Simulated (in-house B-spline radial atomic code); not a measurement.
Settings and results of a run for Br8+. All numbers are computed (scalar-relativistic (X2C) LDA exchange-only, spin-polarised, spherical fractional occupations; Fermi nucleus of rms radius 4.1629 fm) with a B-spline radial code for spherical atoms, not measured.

Command:
```bash
python run_scf.py task.json out
```
Settings (nuclear radius in fm, mass in u):
```
Z                35
configuration    [Ar] 3d9
hamiltonian      x2c
method           lda,
spin_polarised   True
nucleus          fermi
rms_radius       4.1629
atomic_mass      78.91834
speed_of_light   137.035999084
```

Output (hartree, bohr):
```
 radial grid: 64 intervals, B-splines of order 8, outer radius 7.931 bohr

 iter        energy (Eh)    residual
    1       -2549.914177    1.44e+00
    2       -2566.874052    1.08e+00
    3       -2578.527836    2.33e-01
    4       -2579.213618    4.21e-02
    5       -2579.225837    2.66e-02
    6       -2579.235367    1.99e-03
    7       -2579.235391    5.82e-05
    8       -2579.235391    3.24e-06
    9       -2579.235391    4.92e-08

 total energy                     -2579.23539
 kinetic                            2646.1285
 electron-nucleus                  -6088.9417
 Hartree                             945.4231
 exchange-correlation                -81.8452

 orbital      occ     eigenvalue          <r>       <r^2>       <1/r>       r_max
 1s up      1.000      -493.5526    0.0423864  0.00243088     36.4445     0.02747
 1s down    1.000      -493.5519    0.0423861  0.00243085     36.4446     0.02747
 2s up      1.000       -69.0419     0.189478    0.042393     8.02803      0.1594
 2s down    1.000       -68.9973     0.189416    0.042365     8.03108      0.1594
 2p up      3.000       -61.6144     0.165384   0.0334921     7.74024      0.1273
 2p down    3.000       -61.5801     0.165315   0.0334624     7.74291      0.1272
 3s up      1.000       -13.9764     0.544763    0.340719     2.65448      0.4819
 3s down    1.000       -13.9114     0.545307    0.341428     2.65103      0.4822
 3p up      3.000       -11.6152     0.552925    0.356761     2.49308      0.4773
 3p down    3.000       -11.5508     0.553686    0.357792     2.48916      0.4776
 3d up      5.000        -7.6944     0.556132    0.375462     2.24379      0.4209
 3d down    4.000        -7.6272     0.557862    0.378066     2.23865      0.4216
```

Time taken, with all properties: 0.21 s on 1 thread of Arm Neoverse V1, with other jobs on the host.

One-electron X2C: radii and densities carry no picture-change correction, so inner-shell <1/r> comes out high (for 1s by about 2 % at Z = 33, 5 % at 54, 10 % at 75, 30 % at 118) and <r> low.
